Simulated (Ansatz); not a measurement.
Computed with Ansatz on PBE0-D4/def2-TZVP structures; ΔE is electronic, products minus reactants. CCSD(T)/CBS adds triple-zeta CCSD(T) − MP2 to the extrapolated MP2 energy (def2 sets, frozen cores). This one scheme is used for every species. Functionals use def2-TZVPP. B3LYP here is the variant with VWN-RPA as its local correlation; programs differ in this. For Ge outer-core shells are correlated without core-valence functions, which leaves a few kJ/mol of doubt a bond. Scalar relativity is left out up to krypton. One conformer a species, not always the lowest.

`O=C[SiH2][SiH2][SiH3]` + `[SiH3][SiH2][GeH3]` → `[SiH3][SiH2][SiH2][GeH2][SiH2][SiH3]` + `C=O`  (formal exchange of groups at the Si–C bond)

```csv
level,ΔE (kJ/mol)
PBE0-D4,-55.0
B3LYP,-30.3
```

Task: What does CCSD(T)/CBS give? (Estimate.)

Result: Computed: -51.6 kJ/mol. The listed levels differ from it by -3.4, 21.3 kJ/mol.

Largest T1 diagnostic among the species: 0.016.

From PBE to PBE0 (25 % exact exchange), in def2-TZVPP and without D4, ΔE moves by −3.9 kJ/mol. The D4 term adds −18.1 kJ/mol with B3LYP and −11.4 kJ/mol with PBE0; it sums over pairs of atoms, weighted by their polarisabilities, and B3LYP, whose exchange is more repulsive, gets the larger term. In def2-TZVPP, CCSD(T) changes the Hartree–Fock value by −21.8 kJ/mol (the triples alone add −2.5 kJ/mol) and MP2 by −26.0 kJ/mol.
